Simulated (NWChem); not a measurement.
Molecule: SnF2, singlet; SMILES [F][Sn][F]

```xyz
3

Sn     0.0000     0.0000     0.3456
F     -1.4491     0.0000    -0.9601
F      1.4491     0.0000    -0.9601
```
Atoms are numbered in this order, from 1.

Low-valent species are run as closed-shell singlets; no triplet was tried in these runs. Structure relaxed at the PBE0/def2-SVP level. def2 effective core potentials on Sn; no spin-orbit coupling.

Symmetry labels are those of C2v in the frame above (b1 and b2, or b-type labels, depend on it).

Task: List the 6 lowest vertical singlet excitations and the 6 lowest triplet ones from PBE/def2-SVP with def2 effective core potentials on Sn, TDA (NWChem).

Result: 
```tsv
state	energy (eV)	oscillator strength	symmetry	leading excitation (squared amplitude)
S1	4.56	0.078	b2	HOMO → LUMO (0.91)
S2	4.79	0.000	a2	HOMO−1 → LUMO (1.00)
S3	5.60	0.000	b1	HOMO−2 → LUMO (0.81)
S4	5.61	0.041	b2	HOMO−3 → LUMO (0.92)
S5	6.17	0.000	a2	HOMO−5 → LUMO (1.00)
S6	6.17	0.001	a1	HOMO−4 → LUMO (0.84)
T1	3.43	spin-forbidden	b2	HOMO → LUMO (0.99)
T2	4.62	spin-forbidden	a2	HOMO−1 → LUMO (1.00)
T3	4.70	spin-forbidden	b1	HOMO−2 → LUMO (1.00)
T4	5.11	spin-forbidden	a1	HOMO−4 → LUMO (1.00)
T5	5.22	spin-forbidden	b2	HOMO−3 → LUMO (0.99)
T6	5.56	spin-forbidden	b1	HOMO → LUMO+1 (0.99)
```
